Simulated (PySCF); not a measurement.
**Which determinant of SrIn⁺ lies lowest?**

Unrestricted PBE0; PySCF, scalar-relativistic core potentials, basis sets Sr def2-SVPD with ECP28, In def2-SVPD with ECP28. Outer shells of the fragments: Sr+ 5s1; In 4d10 5s2 5p1.

Followed along the bond (rough minima from three points):

```
2Ms+1  unpaired  ⟨S²⟩ at the start  R at minimum (Å)  Te (eV)
    1      none               0.00              3.81     0.00
    3  σ ↑, π ↑               2.00              3.31     0.67
    3      σ ↑↑               2.00              4.02     0.72
    1  σ ↑, π ↓               1.01              3.34     0.91
    3      π ↑↑               2.01  none in the scan   ≤ 1.49
```

Solutions found at the starting distance of 3.200 Å, counted from the lowest of them; the search is not exhaustive and high or unbound solutions are not listed, so other states can lie among these:

```csv
2Ms+1,unpaired,term,E (eV),⟨S²⟩,⟨Lz²⟩,μ (D)
1,none,¹Σ⁺,0.00,0.00,0.00,-5.44
3,"σ ↑, π ↑",³Π,0.31,2.00,1.00,-7.62
1,"σ ↑, π ↓",mixed,0.55,1.01,1.01,-7.16
3,σ ↑↑,³Σ⁺,0.73,2.00,0.00,-3.69
3,π ↑↑,³Σ⁻,1.26,2.01,0.00,-9.33
1,π ↑↓,mixed,1.44,1.00,2.01,-9.32
3,"σ ↑, δ ↑",³Δ,1.87,2.00,4.00,-3.89
1,none,mixed,1.90,0.00,2.00,-9.04
1,"σ ↑, δ ↓",mixed,1.95,1.00,4.00,-4.30
```

A term symbol is given only where ⟨S²⟩ and ⟨Lz²⟩ are close to those of a pure state; real π, δ and φ orbitals otherwise mix terms. A positive dipole points towards In; it is taken about the centre of mass and depends on that origin.

Q: Compare the gap between the two lowest followed solutions at the starting distance with the gap between their minima.

A: At PBE0 the second solution (triplet, unpaired electrons σ ↑, π ↑) lies +0.31 eV from the first (singlet, closed shell) at 3.200 Å and +0.67 eV at the minima; the two curves relax by different amounts, since their minima lie near 3.31 and 3.81 Å.

Spin–orbit coupling is left out.
